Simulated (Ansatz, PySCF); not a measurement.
Complex: HBr (SMILES Br) (first 2 atoms) with H4OSi (SMILES O[SiH3]); geometry from B3LYP-D3(BJ)/def2-TZVP.
(charge 0, multiplicity 1):
```xyz
8

Br    -0.6094    -1.1556    -0.0208
H     -0.1549    -0.4227     1.1354
O      0.4142     0.4928     2.6908
Si    -0.0908     0.1268     4.2355
H      1.0989     1.1549     2.5641
H      1.0380    -0.3805     5.0490
H     -1.1204    -0.9128     4.0636
H     -0.6578     1.3243     4.8970
```

Basis-set superposition error: the interaction energy with monomers in their own basis, and in the dimer's basis (counterpoise).

Programs: Ansatz (Gaussian orbitals); PySCF for 6-31G* rows. Values without a source in brackets are computed.

```tsv
level	uncorrected (kJ/mol)	counterpoise (kJ/mol)	difference
HF/def2-SVPD	-11.9	-9.5	2.3
HF/def2-QZVPPD	-8.0	-7.9	0.0
SVWN5/def2-TZVPPD	-33.7	-33.0	0.7
PBE/def2-TZVPPD	-18.3	-17.7	0.6
BLYP/def2-TZVPPD	-12.1	-11.5	0.6
PBE0/def2-TZVPPD	-18.3	-17.7	0.6
BHLYP/def2-TZVPPD	-16.5	-15.9	0.5
wB97M-V/def2-TZVPPD	-18.7	-18.2	0.5
MP2/6-31G*	-26.3	-20.0	6.3
SCS-MP2/def2-QZVPPD	-16.8	-15.6	1.2
```

The error is largest for MP2/6-31G* (6.3 kJ/mol) and smallest for HF/def2-QZVPPD (0.0 kJ/mol).

Ansatz is an electronic-structure program.
